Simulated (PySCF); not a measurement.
Numbering as in the mapped SMILES `[F:1][C:2]([F:3])([F:4])[CH2:5][CH2:6][P:7]1[CH2:8][CH:9]=[CH:10][CH2:11]1` (H(Xn): hydrogen on atom n).

Calculated, not measured (PySCF 2.14): σ from GIAO-PBE0/pcSseg-1, structure optimised with GFN2-xTB. In vacuum, one computed conformer, non-relativistic Hamiltonian, fast rotation and ring inversion assumed for equivalent nuclei.

Shifts are taken against calculated references (same method and geometry level): 13C (σref 186.93) against TMS.

**Question.** Do the 13C shifts follow the atomic charges (in e)? Tabulate both.

**Answer.** 
```json
{"atoms": "C9/C10", "hybridisation": "sp2", "δ (ppm)": "137.0", "σ para (ppm)": "-205", "Hirshfeld": "-0.05", "IAO": "-0.16", "Mulliken": "-0.13", "ESP-fitted": "-0.24"}
{"atoms": "C2", "hybridisation": "sp3", "δ (ppm)": "136.2", "σ para (ppm)": "-194", "Hirshfeld": "+0.26", "IAO": "+0.81", "Mulliken": "+0.79", "ESP-fitted": "+0.56"}
{"atoms": "C8/C11", "hybridisation": "sp3", "δ (ppm)": "38.1", "σ para (ppm)": "-105", "Hirshfeld": "-0.12", "IAO": "-0.45", "Mulliken": "-0.38", "ESP-fitted": "+0.30"}
{"atoms": "C5", "hybridisation": "sp3", "δ (ppm)": "36.0", "σ para (ppm)": "-98", "Hirshfeld": "-0.10", "IAO": "-0.30", "Mulliken": "-0.27", "ESP-fitted": "-0.58"}
{"atoms": "C6", "hybridisation": "sp3", "δ (ppm)": "25.6", "σ para (ppm)": "-95", "Hirshfeld": "-0.12", "IAO": "-0.44", "Mulliken": "-0.48", "ESP-fitted": "+0.30"}
```

Correlation coefficients of δ with charge over these carbons: Hirshfeld +0.73, IAO +0.75, Mulliken +0.76, ESP-fitted +0.15; with the paramagnetic shielding -1.00. Among the 4 sp3 carbons alone: Hirshfeld +1.00, IAO +0.99, Mulliken +0.99, ESP-fitted +0.52. With so few points, grouped by hybridisation, these coefficients are fragile. Charge is one influence among several: hybridisation and low-lying excitations act through the paramagnetic term.

Shifts are as computed. Against solution values, carbons near 30 ppm lie about +3 ppm off and those near 130 ppm about +5 ppm. Of 1211 compounds with measured shifts, 218 miss one by over three times the rms of a fit or turn the order of signals round; such compounds aren't used in these exercises.
